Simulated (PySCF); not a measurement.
**Static response to an electric field**

Compound: C6H6ClN.
SMILES with atom numbers: `[NH2:1][c:2]1[cH:3][cH:4][cH:5][cH:6][c:7]1[Cl:8]` (hydrogens: H9, H10 on N1; H11 on C3; H12 on C4; H13 on C5; H14 on C6)

Geometry (GFN2-xTB, Å), atoms numbered from 1 in this order:
```
atom  x, y, z in Å
N1     2.252   -0.329   -0.024
C2     0.891   -0.158   -0.025
C3     0.022   -1.247   -0.126
C4    -1.346   -1.077   -0.058
C5    -1.890    0.185    0.110
C6    -1.051    1.282    0.209
C7     0.317    1.107    0.141
Cl8    1.358    2.498    0.256
H9     2.606   -1.181   -0.424
H10    2.804    0.498   -0.186
H11    0.443   -2.234   -0.257
H12   -1.992   -1.938   -0.139
H13   -2.959    0.319    0.164
H14   -1.455    2.274    0.337
```

Level: CAM-B3LYP/def2-SVPD (PySCF), static field, nuclei fixed, core orbitals frozen in the response. The polarisability tensor in these axes (au):

```
x   112.79   6.97  -1.06
y     6.97 105.11   5.64
z    -1.06   5.64  55.60
```

Task: Diagonalise the tensor; give its mean and Δα, where Δα² is half the sum of the squared differences of the eigenvalues.

Result: Principal values 54.91, 101.62 and 116.97 au; mean 91.17 au = 13.51 Å³ = 15.03 × 10⁻⁴⁰ C²·m²/J; Δα = 55.98 au (61 % of the mean).

Task: What is the dipole moment, and where does it point?

Result: (0.35, -1.54, -0.91) D, 1.82 D in size, pointing from the negative to the positive side. Measured along this direction, the outermost atoms are H14 at the negative end and H11 at the positive end.

Task: What are the principal values of the traceless quadrupole moment, Θ = ½Σq(3rr − r²1), about the centre of nuclear charge?

Result: -10.12, -0.13, 10.25 D·Å. The values depend on the origin, since the dipole doesn't vanish. The electronic extent ⟨r²⟩ about the same centre is 1082 bohr², a root-mean-square distance of 2.14 Å for the 66 electrons.

Task: Refractivity n − 1 of an ideal gas of it at 350 K and 1 atm, from the electronic α?

Result: N = p/kT = 2.0968 × 10¹⁹ cm⁻³, so n − 1 = 2π × N × 13.51 × 10⁻²⁴ cm³ = 1780 × 10⁻⁶ at long wavelengths.

Task: Rayleigh depolarisation ratio (linearly polarised light, static tensor)?

Result: ρ = 3Δα²/(45ᾱ² + 4Δα²) = 9402.8/(374023 + 12537.1) = 0.0243.

Task: Find the Langevin capture rate constant for NO+ (29.998 u) meeting this molecule (127.019 u), k = 2.342 × 10⁻⁹ cm³/s × √(α in Å³ / reduced mass in u).

Result: The reduced mass is 24.27 u, so k = 1.75 × 10⁻⁹ cm³/s. The formula leaves out the permanent dipole, which adds to the capture rate.

Task: In TDDFT the mean static polarisability is Σ f/ω² over all singlet excitations (ω in hartree). How much of it do the 8 lowest give? Their energies (eV) and oscillator strengths: 4.86, 0.0599; 5.67, 0.0908; 5.82, 0.0082; 5.94, 0.0020; 6.60, 0.4485; 6.66, 0.0567; 6.71, 0.2389; 6.77, 0.1511.

Result: They add up to 19.13 au, 21.0 % of the 91.17 au; the largest single term is 7.63 au, from the state at 6.60 eV. Terms in order: 1.88, 2.09, 0.18, 0.04, 7.63, 0.95, 3.93, 2.44 au. Higher excitations give the rest. The strengths listed sum to 1.056.

Geometry: GFN2-xTB; no solvent, vibrations or thermal averaging.

The run behind these numbers computed excited states as well. Hardware: x86-64 server, one thread, on a shared host. Cost: 30 s.
